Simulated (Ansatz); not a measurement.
A made-up structure of SiBrO2 (charge -1), singlet:

```
4
angstrom
O 0.9668 1.0340 0.9322
Si 0.1767 -0.1178 0.1292
O 0.0024 -1.6802 -0.2231
Br -1.1460 0.7640 -0.8383
```

It is relaxed with PBE-D4/def2-SVPD and then PBE0-D4/def2-TZVPD (Ansatz 0.2.0). Atoms count as bonded within 1.22 times the sum of their covalent radii (H–H: 0.88 Å). The end point is not checked to be a true minimum.

(1) Does its bonding change? (Judge from chemistry; the calculation decides.)

## Answers

(1) Computed: No: no bond forms or breaks.

Where it ends: The first stage lowers the energy by 2.45 eV in 6 steps. It ends as SiBrO₂ ([O][Si]([O])[Br]), total charge -1:
O1  (1.044, 0.858, 0.974)
Si2  (0.218, -0.146, 0.160)
O3  (0.151, -1.656, -0.096)
Br4  (-1.413, 0.944, -1.037)
(Å)

Labels in which every atom is bracketed show which atoms are joined, not bond orders.

For scale, one of the runs: PBE0-D4/def2-TZVPD relaxation, 180 basis functions, launched by `ansatz run in.yaml --threads 2 --pin off --events-out ev --progress --plain --max-ram 4352MiB`. Hardware: 2 CPU threads of an Arm Neoverse V2, shared host. Wall time about 38 s.
